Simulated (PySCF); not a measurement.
**Partial charges of `CC(C)N[SiH2][SiH2]N`**

Compound: C3H14N2Si2.
Z-matrix (Å and degrees, GFN2-xTB geometry), rows numbered from 1:
```
C 
C   1  1.5284
C   2  1.5300  1  110.72
N   2  1.4443  1  109.86  3  -123.95
Si  4  1.7174  2  124.11  1  -149.22
Si  5  2.2900  4  107.83  2  -178.83
N   6  1.7294  5  108.75  4   -14.77
H   1  1.0870  2  110.03  3  -179.65
H   1  1.0886  2  110.16  3    60.64
H   1  1.0869  2  110.56  3   -59.40
H   2  1.0948  1  109.14  3   119.61
H   3  1.0887  2  110.14  1   -59.49
H   3  1.0872  2  109.83  1  -179.09
H   3  1.0872  2  110.65  1    60.68
H   4  1.0098  2  111.32  1    59.73
H   5  1.4812  4  113.99  2   -54.81
H   5  1.4730  4  103.96  2    57.57
H   6  1.4678  5  116.28  4   100.27
H   6  1.4769  5  110.66  4  -140.10
H   7  1.0082  6  118.70  5   178.58
H   7  1.0077  6  118.09  5   -45.42
```

Density: PBE0/pcSseg-1 (PySCF); schemes: Mulliken, IAO, Hirshfeld and ESP-fitted. The structure is a single GFN2-xTB conformer in the gas phase; no vibrational or solvent corrections.

Q: What partial charge does each atom carry?

A: In e; atoms taken as equivalent share a row and are averaged (×n: the atom named and its like, n in all):

```tsv
atom	environment	Mulliken	IAO	Hirshfeld	ESP-fitted
C1/C3	methyl carbon	-0.206	-0.426	-0.125	-0.624
C2	sp3 carbon bound to nitrogen	-0.158	+0.021	+0.029	+0.624
N4	silicon-bound nitrogen	-0.649	-0.672	-0.237	-0.675
Si5	SiH2 silicon	+0.454	+0.580	+0.270	+0.248
Si6	SiH2 silicon	+0.439	+0.602	+0.277	+0.601
N7	silicon-bound nitrogen	-0.634	-0.838	-0.319	-1.027
H8 (×6)	methyl hydrogen	+0.107	+0.138	+0.038	+0.149
H11	methine hydrogen	+0.118	+0.130	+0.039	+0.009
H15	N–H hydrogen	+0.197	+0.248	+0.104	+0.316
H16/H17	Si–H hydrogen	-0.096	-0.143	-0.094	-0.101
H18/H19	Si–H hydrogen	-0.098	-0.140	-0.093	-0.151
H20/H21	N–H hydrogen	+0.194	+0.260	+0.115	+0.383
```

Mean size of the charges over all atoms: ESP-fitted 0.329 e, IAO 0.279 e, Mulliken 0.213 e, Hirshfeld 0.112 e. Each set sums to the total charge, 0, to within 0.001 e. The Hirshfeld scheme weights the molecular density at each point by an atom's share of the summed free-atom densities.

Some averages cover members that differ in this geometry: C1/C3, ESP-fitted -0.676 to -0.572; H18/H19, ESP-fitted -0.175 to -0.128; H20/H21, ESP-fitted +0.360 to +0.406; H8 (×6), ESP-fitted +0.125 to +0.169 e.

Lowest charge. The schemes don't all agree: Mulliken N4 (-0.649); IAO N7 (-0.838); Hirshfeld N7 (-0.319); ESP-fitted N7 (-1.027).

Highest charge. The schemes don't all agree: Mulliken Si5 (+0.454); IAO Si6 (+0.602); Hirshfeld Si6 (+0.277); ESP-fitted C2 (+0.624).

Q: How closely do the schemes follow one another over all atoms?

A: Correlation coefficient and root-mean-square difference: IAO with Hirshfeld 0.98, 0.216 e; Mulliken with IAO 0.97, 0.107 e; Mulliken with Hirshfeld 0.96, 0.144 e; IAO with ESP-fitted 0.91, 0.176 e; Hirshfeld with ESP-fitted 0.88, 0.303 e; Mulliken with ESP-fitted 0.82, 0.250 e.

Q: Sum the charges by element.

A: 
```csv
element,atoms,Mulliken,IAO,Hirshfeld,ESP-fitted
C,3,-0.570,-0.831,-0.220,-0.623
N,2,-1.283,-1.509,-0.556,-1.702
Si,2,+0.893,+1.182,+0.547,+0.849
H,14,+0.960,+1.159,+0.229,+1.477
```
